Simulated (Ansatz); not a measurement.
Reaction R1 + R2 → P1, each structure at its B3LYP-D3(BJ)/def2-TZVP stationary point, reached from a drawn start (curvature not checked).
P1: H9NSi3 (SMILES [SiH3]N([SiH3])[SiH3]), charge 0, multiplicity 1.
R1: H6NSi2 (SMILES [SiH3][N][SiH3]), charge 0, multiplicity 2.
R2: H3Si (SMILES [SiH3]), charge 0, multiplicity 2.

P less R. No zero-point or thermal terms; singlets are restricted closed shells; open shells are unrestricted.

Frozen-core correlation throughout.

Programs: Ansatz (a quantum-chemistry and plane-wave program) with Gaussian orbitals. All values are computed, each at the level named.

Total energies in hartree:

```csv
structure,PBE/def2-TZVPP,B3LYP/def2-TZVPP,CCSD(T)/cc-pV(T+d)Z
P1,-928.197581,-928.818691,-927.309019
R1,-636.959591,-637.395729,-636.344077
R2,-291.076849,-291.263231,-290.788559
```

**Question.** Work out the reaction energy at each level in eV (1 hartree = 27.21139 eV), and say how far PBE/def2-TZVPP lies from CCSD(T)/cc-pV(T+d)Z.

**Answer.** 
- PBE/def2-TZVPP: (-928.197581) − (-636.959591) − (-291.076849) = -0.161141 hartree = -4.385 eV
- B3LYP/def2-TZVPP: (-928.818691) − (-637.395729) − (-291.263231) = -0.159731 hartree = -4.347 eV
- CCSD(T)/cc-pV(T+d)Z: (-927.309019) − (-636.344077) − (-290.788559) = -0.176383 hartree = -4.800 eV
PBE/def2-TZVPP less CCSD(T)/cc-pV(T+d)Z: 0.415 eV. CCSD(T)/cc-pV(T+d)Z is the level counted from, the highest shown, and no exact or measured value.
